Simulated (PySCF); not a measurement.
PySCF input for In(OH)(PH2)2 (H5InOP2), SMILES [OH][In]([PH2])[PH2], PBE-D3(BJ)/def2-SVP. Geometry: PBE-D3(BJ)/def2-SVP. The structure was generated by enumeration; whether it is a known compound was not checked. The def2 effective core potentials stand for the cores of In; spin–orbit coupling is left out. One conformer was computed; it need not be the lowest.

```python
import numpy as np
from pyscf import gto, scf, dft, df
from pyscf.hessian import thermo

mol = gto.M(
    atom='''
    In    0.17298627   -0.03174585   -0.05802973
    O     2.12130572   -0.43617281   -0.48494344
    H     2.38651545   -0.05298273   -1.34300921
    P    -0.39081547   -0.90728863    2.25073359
    H     0.28552504   -2.14420619    1.94464968
    H    -1.66423228   -1.41096213    1.79462334
    P    -1.16338970    1.40526205   -1.68270196
    H    -2.35557453    0.63809950   -1.41415100
    H    -0.78592878    0.54537924   -2.77958259
    ''',
    basis='def2-SVP',
    ecp={'In': 'def2-svp'},
    charge=0,
    spin=0,
    max_memory=1600,
    verbose=3,
)
mf = dft.RKS(mol, xc='pbe').density_fit(auxbasis='def2-universal-jkfit')
mf.disp = 'd3bj'
mf.grids.level = 3
mf.conv_tol = 1e-11
mf.max_cycle = 100
mf.kernel()

# [left out here: the lines that compute and print the analytic Hessian (its translational invariance restored by hand, since the grid's response is missing), thermochemistry and intensities]
```

Log of the run:

```
converged SCF energy = -950.428204714417

WARN: DFTD3 does not support analytical Hessian, using finite difference


WARN: Mole.unit (angstrom) is changed to Bohr

Mode                                 0                   1                   2
Irrep
Freq [cm^-1]                       47.7692             63.6448             71.8580
Reduced mass [au]                   1.1740              5.1514              1.1546
Force const [Dyne/A]                0.0016              0.0123              0.0035
Char temp [K]                      68.7293             91.5707            103.3877
Normal mode                   x     y     z       x     y     z       x     y     z
       0  In                 0.01 -0.01 -0.01   -0.04  0.01  0.01   -0.02 -0.01 -0.01
       1   O                 0.01 -0.00 -0.01   -0.04  0.00  0.02   -0.01  0.00  0.01
       2   H                -0.01 -0.05 -0.03   -0.03 -0.01  0.01   -0.00  0.02  0.02
       3   P                -0.01  0.03  0.00    0.09 -0.05  0.02    0.01  0.02  0.01
       4   H                -0.13 -0.03 -0.01   -0.07 -0.10 -0.14    0.55  0.26  0.26
       5   H                -0.07  0.14  0.04   -0.01  0.11  0.15    0.28 -0.54 -0.11
       6   P                -0.03  0.00  0.04    0.06  0.01 -0.07    0.03  0.03  0.00
       7   H                 0.14 -0.43 -0.42    0.06 -0.05 -0.22    0.04 -0.03 -0.13
       8   H                 0.47  0.42 -0.11    0.21  0.05 -0.05    0.13  0.13 -0.04
Mode                                 3                   4                   5
Irrep
Freq [cm^-1]                       90.2897            117.3249            256.5774
Reduced mass [au]                   5.8142              6.7565             11.9884
Force const [Dyne/A]                0.0279              0.0548              0.4650
Char temp [K]                     129.9068            168.8044            369.1578
Normal mode                   x     y     z       x     y     z       x     y     z
       0  In                -0.02 -0.05 -0.02    0.00 -0.01  0.02    0.02 -0.01 -0.00
       1   O                 0.04  0.12  0.07   -0.02  0.10 -0.17    0.03 -0.01 -0.00
       2   H                 0.04  0.13  0.07   -0.16  0.14 -0.20    0.02 -0.01 -0.01
       3   P                 0.03  0.05  0.02   -0.04  0.00  0.02   -0.02 -0.04  0.10
       4   H                -0.14 -0.04  0.02   -0.04 -0.01  0.06   -0.03 -0.04  0.11
       5   H                -0.07  0.18  0.14   -0.03  0.01 -0.02   -0.02 -0.04  0.09
       6   P                 0.02  0.05  0.03    0.05 -0.01 -0.01   -0.07  0.07 -0.08
       7   H                -0.04  0.16  0.06    0.02  0.03 -0.05   -0.06  0.05 -0.08
       8   H                -0.10  0.03  0.00    0.07 -0.03  0.01   -0.07  0.07 -0.09
Mode                                 6                   7                   8
Irrep
Freq [cm^-1]                      296.7214            306.6358            529.1387
Reduced mass [au]                   1.0992             12.2668              1.0901
Force const [Dyne/A]                0.0570              0.6796              0.1798
Char temp [K]                     426.9161            441.1806            761.3128
Normal mode                   x     y     z       x     y     z       x     y     z
       0  In                -0.00  0.00 -0.01    0.01 -0.03  0.04    0.00  0.00  0.00
       1   O                -0.02 -0.06 -0.03    0.00 -0.01 -0.00   -0.00 -0.01 -0.00
       2   H                 0.26  0.80  0.43    0.01  0.11  0.05    0.01  0.08  0.04
       3   P                -0.00  0.00  0.01    0.03  0.04 -0.10   -0.01  0.00  0.03
       4   H                -0.02 -0.02  0.05    0.03  0.04 -0.09    0.07  0.17 -0.51
       5   H                -0.03 -0.00  0.09    0.03  0.05 -0.10    0.08  0.07 -0.30
       6   P                 0.00 -0.01  0.01   -0.05  0.05 -0.06    0.01 -0.03  0.01
       7   H                 0.03 -0.04  0.00   -0.06  0.05 -0.07   -0.19  0.24 -0.18
       8   H                 0.05 -0.02  0.03   -0.05  0.05 -0.06   -0.29  0.38 -0.40
Mode                                 9                  10                  11
Irrep
Freq [cm^-1]                      557.4513            571.0078            583.9139
Reduced mass [au]                   5.6484              1.2388              1.0378
Force const [Dyne/A]                1.0342              0.2380              0.2085
Char temp [K]                     802.0483            821.5531            840.1221
Normal mode                   x     y     z       x     y     z       x     y     z
       0  In                 0.03 -0.00 -0.01    0.01 -0.01 -0.01    0.00 -0.00 -0.00
       1   O                -0.21  0.04  0.04   -0.08  0.02  0.02   -0.01  0.00  0.00
       2   H                -0.10 -0.01  0.06   -0.06  0.03  0.03    0.14 -0.03  0.04
       3   P                 0.00 -0.00 -0.01   -0.00  0.01  0.03    0.01 -0.00  0.02
       4   H                -0.03 -0.07  0.20    0.08  0.18 -0.53   -0.05 -0.06  0.11
       5   H                -0.03 -0.03  0.12    0.08  0.05 -0.26    0.13  0.19 -0.54
       6   P                 0.00 -0.01  0.00   -0.01  0.03 -0.01   -0.01  0.00  0.01
       7   H                -0.09  0.10 -0.09    0.29 -0.33  0.31   -0.28  0.29 -0.36
       8   H                -0.07  0.10 -0.11    0.14 -0.21  0.21    0.29 -0.28  0.33
Mode                                12                  13                  14
Irrep
Freq [cm^-1]                      617.5131            760.9928           1046.5797
Reduced mass [au]                   1.0387              1.0817              1.0383
Force const [Dyne/A]                0.2334              0.3691              0.6701
Char temp [K]                     888.4638           1094.8992           1505.7951
Normal mode                   x     y     z       x     y     z       x     y     z
       0  In                -0.01  0.00  0.00    0.00  0.00 -0.01    0.00 -0.00  0.00
       1   O                -0.00  0.00  0.00    0.03 -0.03  0.04    0.00 -0.00  0.00
       2   H                 0.04  0.02  0.02   -0.88  0.34 -0.09   -0.01  0.00 -0.00
       3   P                 0.02 -0.01  0.01    0.00 -0.00  0.00    0.01  0.02  0.00
       4   H                -0.12 -0.19  0.45   -0.01 -0.02  0.05   -0.47 -0.22 -0.12
       5   H                 0.13  0.22 -0.56    0.02  0.04 -0.08    0.22 -0.49 -0.07
       6   P                 0.01  0.00 -0.01   -0.00 -0.00  0.00   -0.01 -0.01 -0.01
       7   H                 0.23 -0.24  0.28   -0.04  0.04 -0.05   -0.08  0.25  0.36
       8   H                -0.20  0.20 -0.24    0.03 -0.04  0.04    0.38  0.22 -0.04
Mode                                15                  16                  17
Irrep
Freq [cm^-1]                     1050.6911           2302.0615           2305.6689
Reduced mass [au]                   1.0377              1.0363              1.0362
Force const [Dyne/A]                0.6749              3.2358              3.2455
Char temp [K]                    1511.7105           3312.1540           3317.3442
Normal mode                   x     y     z       x     y     z       x     y     z
       0  In                 0.00  0.00  0.00   -0.00  0.00 -0.00    0.00  0.00  0.00
       1   O                 0.00 -0.00 -0.00   -0.00 -0.00 -0.00   -0.00  0.00  0.00
       2   H                 0.00  0.00  0.00    0.00  0.00  0.00   -0.00 -0.00 -0.00
       3   P                 0.01  0.02  0.00   -0.00 -0.00 -0.00    0.01  0.02  0.01
       4   H                -0.39 -0.18 -0.10   -0.02  0.03  0.01    0.28 -0.48 -0.11
       5   H                 0.18 -0.40 -0.05    0.05  0.02  0.02   -0.71 -0.27 -0.24
       6   P                 0.01  0.02  0.01    0.01  0.02  0.02    0.00  0.00  0.00
       7   H                 0.09 -0.30 -0.44   -0.48 -0.29  0.12   -0.02 -0.01  0.00
       8   H                -0.47 -0.26  0.05    0.22 -0.46 -0.61    0.02 -0.04 -0.05
Mode                                18                  19                  20
Irrep
Freq [cm^-1]                     2322.5551           2327.1825           3712.5240
Reduced mass [au]                   1.0407              1.0407              1.0671
Force const [Dyne/A]                3.3074              3.3208              8.6654
Char temp [K]                    3341.6397           3348.2975           5341.4954
Normal mode                   x     y     z       x     y     z       x     y     z
       0  In                 0.00  0.00 -0.00   -0.00  0.00 -0.00    0.00 -0.00  0.00
       1   O                -0.00  0.00  0.00    0.00 -0.00  0.00   -0.02 -0.02  0.05
       2   H                -0.00  0.00 -0.00   -0.00 -0.00 -0.00    0.27  0.37 -0.85
       3   P                -0.00  0.00  0.00   -0.03  0.02 -0.00    0.00  0.00 -0.00
       4   H                 0.03 -0.06 -0.01    0.37 -0.68 -0.16    0.00  0.00 -0.00
       5   H                 0.02  0.01  0.01    0.50  0.20  0.18   -0.00  0.00  0.00
       6   P                 0.03  0.00 -0.02   -0.00 -0.00  0.00    0.00 -0.00 -0.00
       7   H                -0.66 -0.42  0.15    0.05  0.03 -0.01    0.00 -0.00  0.00
       8   H                -0.15  0.34  0.43    0.01 -0.02 -0.03   -0.00  0.00 -0.00
temperature 298.1500 [K]
pressure 101325.00 [Pa]
Rotational constants [GHz] 3.46832 1.40549 1.01570
Symmetry number 1
Zero-point energy (ZPE) 0.04542 [Eh]   119256.332 [J/mol]
                           tot       elec      trans        rot        vib
Entropy [J/mol/K]       409.528      0.000    174.687    119.512    115.329
Cv [J/mol/K]            115.946      0.000     12.472     12.472     91.002
Cp [J/mol/K]            124.260      0.000     20.786     12.472     91.002
Internal energy [J/mol]                      3718.434   3718.434 135643.585
Internal energy [Eh]   -950.37371  -950.42820
Enthalpy [J/mol]                             6197.391   3718.434 135643.585
Enthalpy [Eh]          -950.37276
Gibbs free energy [J/mol]                  -45885.577 -31914.113 101258.192
Gibbs free energy [Eh] -950.41927
static polarisability / bohr^3: [[ 85.661 -10.176   4.14 ]
 [-10.186  80.232 -29.475]
 [  4.14  -29.471 115.83 ]]
largest difference of analytic and finite-field dipole derivatives / e: 0.0014039679361517177
mode   freq/cm-1   IR/(km/mol)   Raman/(A^4/amu)   depolarisation
   1       47.77         3.617             0.517            0.684
   2       63.64         2.340             4.344            0.636
   3       71.86         2.933             0.637            0.594
   4       90.29         5.853             0.666            0.177
   5      117.32        13.520             4.135            0.730
   6      256.58         1.197            68.347            0.190
   7      296.72        83.707             1.559            0.749
   8      306.64        24.926             4.886            0.697
   9      529.14         0.380             0.705            0.732
  10      557.45        58.759            14.604            0.158
  11      571.01         6.332             3.230            0.485
  12      583.91         4.805             3.378            0.717
  13      617.51         0.086             4.576            0.704
  14      760.99        85.908             3.444            0.344
  15     1046.58         8.658            13.218            0.750
  16     1050.69        22.005            47.169            0.747
  17     2302.06        28.558           151.229            0.158
  18     2305.67        34.157           162.168            0.106
  19     2322.56        39.372           109.186            0.734
  20     2327.18        42.007           132.702            0.671
  21     3712.52        36.164           165.777            0.287
max |gradient| / (hartree/bohr): 8.774504531608069e-05
APT charges: [ 1.0176 -0.7308  0.2127 -0.0839 -0.0763 -0.0716 -0.1111 -0.0704 -0.0862]
```

The run converged.
